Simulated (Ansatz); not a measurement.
Ansatz (a first-principles code) input (B3LYP-D3(BJ)/def2-TZVP):

Ansatz 0.2 input:
```yaml
crystal:
  periodic: [false, false, false]
  atoms:
    - {symbol: Zr, position_ang: [0.13143042, 0.47832228, 0.17942289]}
    - {symbol: F, position_ang: [1.58262939, -0.49735645, -0.37731030]}
    - {symbol: F, position_ang: [-0.75590329, -0.54901658, 1.41438872]}
    - {symbol: F, position_ang: [-0.98260342, 0.64559752, -1.26925897]}
basis:
  gaussian:
    orbitals: def2-TZVP
hamiltonian:
  xc: b3lyp
  dispersion: d3bj
total_charge: 1
relax: {f_tol: 0.002, max_steps: 150}
```

End of the output:

```
relax step   2: F+E_penalty+E_count = -9433.28713253 eV  Δ(F+E_penalty+E_count) = -1.882e-2 eV  max|allowed force component| = 7.489e-2 eV/Å  Δτ_max = 0.0375 Å  (31 SCF iters, accepted)
these checks for a lower state are left out or cut short: starts, cluster_reference, orbital_swaps, neighbouring_geometries, increment
integrals: 0.04 GiB planned
823 factors; their error is unknown
mean field: 0.41 GiB planned
mean field evaluation 32: about -9433.1989 eV, gradient 8.3e-6 eV
mean field -9433.19889472 eV, -346.6636653292 hartree, gradient 8.3e-6 eV, S^2 0.000000; 0 other end points of the search recorded, 0 dependent functions left out
the calculation of the forces begins
reference -9433.19915181 eV, -346.6636747771 hartree; 19, 19 occupied and 114, 114 virtual orbitals, 823 factors
relax step   3: F+E_penalty+E_count = -9433.28960972 eV  Δ(F+E_penalty+E_count) = -2.477e-3 eV  max|allowed force component| = 1.679e-2 eV/Å  Δτ_max = 0.0339 Å  (31 SCF iters, accepted)
these checks for a lower state are left out or cut short: starts, cluster_reference, orbital_swaps, neighbouring_geometries, increment
integrals: 0.04 GiB planned
823 factors; their error is unknown
mean field: 0.41 GiB planned
mean field -9433.19890009 eV, -346.6636655263 hartree, gradient 1.0e-5 eV, S^2 0.000000; 0 other end points of the search recorded, 0 dependent functions left out
the calculation of the forces begins
reference -9433.19915718 eV, -346.6636749744 hartree; 19, 19 occupied and 114, 114 virtual orbitals, 823 factors
relax step   4: F+E_penalty+E_count = -9433.28965310 eV  Δ(F+E_penalty+E_count) = -4.337e-5 eV  max|allowed force component| = 1.126e-3 eV/Å  Δτ_max = 0.0040 Å  (31 SCF iters, accepted)
integrals: 0.04 GiB planned
823 factors; their error is unknown
mean field: 0.41 GiB planned
mean field -9433.19890009 eV, -346.6636655263 hartree, gradient 1.3e-5 eV, S^2 0.000000; 1 other end points of the search recorded, 0 dependent functions left out
the calculation of the forces begins
reference -9433.19915718 eV, -346.6636749744 hartree; 19, 19 occupied and 114, 114 virtual orbitals, 823 factors
Total energy: -9433.28991019 eV, -346.6670100861 hartree
Atom 0 at     0.113431     0.418369     0.154314 Å, force    -0.000290    -0.000879    -0.000361 eV/Å
Atom 1 at     1.634071    -0.487479    -0.377323 Å, force    -0.001126     0.000559     0.000343 eV/Å
Atom 2 at    -0.769495    -0.540625     1.464397 Å, force     0.000623     0.000616    -0.001013 eV/Å
Atom 3 at    -1.002454     0.687282    -1.294145 Å, force     0.000793    -0.000296     0.001031 eV/Å
Dipole moment:     0.266889     0.890780     0.373973 e Å
```

The spin state was set by rule; other spins were not relaxed.
